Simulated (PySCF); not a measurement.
**Arsenic: a sound run and one with changed settings**

Sound run: As [Ar] 3d10 4s2 4p3, As⁺ [Ar] 3d10 4s2 4p2. Calculation: PySCF 2.14, in cc-pVDZ-PP with ECP10MDF; scalar relativity through the core potential. In the sound run the correlated levels freeze 3s2 3p6 3d10 outside the core potential. The sound run starts from symmetry-adapted Hartree-Fock orbitals and uses a fine grid where one is needed.

Changed run: a valence shell is frozen. This setting is unsound on purpose.

```json
{"species": "As", "method": "MP2", "sound run (hartree)": "-331.25202", "changed run (hartree)": "-331.20961", "converged": "yes"}
{"species": "As", "method": "CCSD(T)", "sound run (hartree)": "-331.26733", "changed run (hartree)": "-331.21386", "converged": "yes"}
{"species": "As⁺", "method": "MP2", "sound run (hartree)": "-330.89306", "changed run (hartree)": "-330.85497", "converged": "yes"}
{"species": "As⁺", "method": "CCSD(T)", "sound run (hartree)": "-330.91006", "changed run (hartree)": "-330.85679", "converged": "yes"}
```

Ionisation energy of As:

| method | sound run (eV) | changed run (eV) |
| --- | --- | --- |
| UHF | 9.431 | 9.431 |
| MP2 | 9.768 | 9.650 |
| SCS-MP2 | 9.649 | 9.504 |
| CCSD | 9.719 | 9.716 |
| CCSD(T) | 9.722 | 9.716 |

Freezing a valence shell removes pair correlation that changes on ionisation.

For comparison, NIST gives 9.789 eV between the lowest levels.
